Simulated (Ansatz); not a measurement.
Reaction (formal hydrolysis of a Ti–S bond): `[SH][Ti]([Cl])([Cl])[Cl]` + H₂O → `[OH][Ti]([Cl])([Cl])[Cl]` + H₂S

Calculated with Ansatz (gas phase, PBE0-D4/def2-TZVP geometries, no zero-point term in ΔE). CBS: MP2 limit from def2 TZ/QZ plus the TZ coupled-cluster correction, frozen cores. This one scheme is used for every species. DFT in def2-TZVPP. B3LYP here is the variant with VWN-RPA as its local correlation; programs differ in this. HSE06 is defined as in plane-wave codes. For Ti outer-core shells are correlated without core-valence functions, which leaves a few kJ/mol of doubt a bond. Scalar relativity is left out up to krypton. One conformer a species, not always the lowest.

```csv
level,ΔE (kJ/mol),difference from CCSD(T)/CBS
LDA (SPW92),-36.6,-7.4
PBE-D4,-30.9,-1.7
revPBE-D4,-29.9,-0.7
BLYP-D4,-36.3,-7.1
r2SCAN-D4,-36.4,-7.2
B97M-V,-37.4,-8.2
PBE0-D4,-33.1,-3.9
r2SCANh-D4,-36.5,-7.3
r2SCAN0-D4,-37.1,-7.9
HSE06-D4,-32.5,-3.3
BHLYP-D4,-42.6,-13.4
CAM-B3LYP-D4,-50.5,-21.3
ωB97M-V,-43.8,-14.6
B2PLYP,-33.2,-4.0
PBE,-34.9,-5.7
revPBE,-35.0,-5.8
BLYP,-43.8,-14.6
r2SCAN,-37.2,-8.0
PBE0,-36.7,-7.5
B3LYP,-44.9,-15.7
r2SCANh,-37.6,-8.4
r2SCAN0,-38.3,-9.1
HSE06,-36.1,-6.9
CAM-B3LYP,-54.6,-25.4
LC-ωPBE,-53.8,-24.6
RPA@PBE/def2-TZVPP,-35.2,-6.0
HF/def2-SVP,-72.3,-43.1
MP2/def2-SVP,-46.5,-17.3
CCSD/def2-SVP,-64.1,-34.9
CCSD(T)/def2-SVP,-53.7,-24.5
HF/def2-TZVPP,-63.3,-34.1
MP2/def2-TZVPP,-20.2,9.0
SCS-MP2/def2-TZVPP,-30.2,-1.0
CCSD/def2-TZVPP,-45.7,-16.5
CCSD(T)/def2-TZVPP,-35.6,-6.4
HF/def2-QZVPP,-62.4,-33.2
MP2/def2-QZVPP,-16.2,13.0
SCS-MP2/def2-QZVPP,-26.5,2.7
MP2/CBS(def2),-13.8,15.4
CCSD/CBS(def2),-39.3,-10.1
CCSD(T)/CBS,-29.2,0
```

Largest T1 diagnostic among the species: 0.026, so the coupled-cluster value is less sure than usual.

The D4 term adds +6.6 kJ/mol with B3LYP and +3.7 kJ/mol with PBE0; it sums over pairs of atoms, weighted by their polarisabilities, and B3LYP, whose exchange is more repulsive, gets the larger term. In def2-TZVPP, CCSD(T) changes the Hartree–Fock value by +27.8 kJ/mol (the triples alone add +10.1 kJ/mol) and MP2 by +43.2 kJ/mol.
